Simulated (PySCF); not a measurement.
Compound: C8H11FO.
Geometry (PBE0-D3(BJ)/def2-SVP, Å), atoms numbered from 1 in this order:
```xyz
21
C8H11FO angstrom
C      2.9252    0.0131   -0.4209
O      1.8243   -0.1163    0.4478
C      0.7018   -0.6290   -0.0698
C      0.3455   -1.0614   -1.2940
F      1.0626   -1.0760   -2.4249
C     -1.1421   -1.3061   -1.2946
C     -1.8311    0.0858   -1.1978
C     -1.4237    0.5679    0.2180
C     -0.5676   -0.6150    0.7526
C     -1.3158   -1.8077    0.1448
H      3.7549    0.4161    0.1739
H      3.2194   -0.9620   -0.8430
H      2.7036    0.7026   -1.2525
H     -1.5029   -1.9509   -2.1075
H     -1.4930    0.7600   -1.9977
H     -2.9240   -0.0140   -1.2904
H     -0.8499    1.5059    0.2093
H     -2.3049    0.7271    0.8587
H     -0.3961   -0.6136    1.8374
H     -2.3697   -1.8645    0.4623
H     -0.8145   -2.7690    0.3274
```

Computed with PBE0-D3(BJ)/def2-SVP geometry optimisation, gas phase (PySCF 2.14.0).

Masses are those of the commonest isotopes; rigid-rotor values at the optimised geometry. The values belong to one conformer with, in the numbering `[CH3:1][O:2][C:3]1=[C:4]([F:5])[C@@H:6]2[CH2:7][CH2:8][C@H:9]1[CH2:10]2`, C1–O2–C3–C4 -1°.

(1) Give the principal moments of inertia and the rotational constants in GHz.

(2) Classify the top.

(3) What does the inertial defect say?

(4) List the rotational levels J(Ka,Kc) to J = 2 (MHz).

(5) Predict some low-J microwave lines.

## Answers

(1) Ia = 231.33, Ib = 413.78, Ic = 511.91 u·Å²; 505379 MHz·u·Å²/I gives 2185, 1221 and 987.2 MHz, that is A = 2.1847, B = 1.2214, C = 0.9872 GHz.

(2) An asymmetric top; Ray's κ = -0.609.

(3) Not planar: Δ = Ic − Ia − Ib = -133.20 u·Å². For a rigid frame Δ = −2 Σ m c², so Σ m c² = 66.60 u·Å² lies off the ab plane: 18.69 from hydrogen and 47.91 from heavier atoms. The atom farthest from that plane is 2.26 Å away.

(4) Above 0(0,0):
J = 1: 1(0,1) 2209, 1(1,1) 3172, 1(1,0) 3406
J = 2: 2(0,2) 6588, 2(1,2) 7355, 2(1,1) 8057, 2(2,1) 10947, 2(2,0) 10985
The levels of one J sum to (2J + 1)J(J + 1)(A + B + C)/3.

(5) The dipole components are |μa| = 0.23 D, |μb| = 0.34 D, |μc| = 0.26 D. The squared components, which scale the intensities, stand as 0.49 : 1.00 : 0.60 (a : b : c). Some lines, for components of 0.1 D or more:

| type | branch | J(Ka,Kc) | MHz | lower level (cm⁻¹) |
| --- | --- | --- | --- | --- |
| c | Q | 3(1,3) ← 3(0,3) | 539 | 0.436 |
| a | Q | 2(1,1) ← 2(1,2) | 702 | 0.245 |
| c | Q | 2(1,2) ← 2(0,2) | 767 | 0.220 |
| a | Q | 3(1,2) ← 3(1,3) | 1401 | 0.454 |
| b | Q | 2(1,1) ← 2(0,2) | 1469 | 0.220 |
| b | Q | 2(2,0) ← 2(1,1) | 2928 | 0.269 |
| b | R | 1(1,1) ← 0(0,0) | 3172 | 0.000 |
| a | R | 2(1,2) ← 1(1,1) | 4183 | 0.106 |
| a | R | 2(1,1) ← 1(1,0) | 4651 | 0.114 |
| a | R | 3(1,3) ← 2(1,2) | 6253 | 0.245 |
| b | R | 3(1,3) ← 2(0,2) | 7020 | 0.220 |
| b | R | 3(2,1) ← 2(1,2) | 10401 | 0.245 |
| c | R | 3(3,1) ← 2(2,1) | 12050 | 0.365 |
| b | R | 3(3,0) ← 2(2,1) | 12053 | 0.365 |

Stationary, but not proved a minimum. Zero-point vibration and centrifugal distortion are left out. A rigid rotor knows nothing of internal rotation, which can split or shift real lines.

The run took about 3 min of CPU time (one thread, shared machine). This is the geometry optimisation.
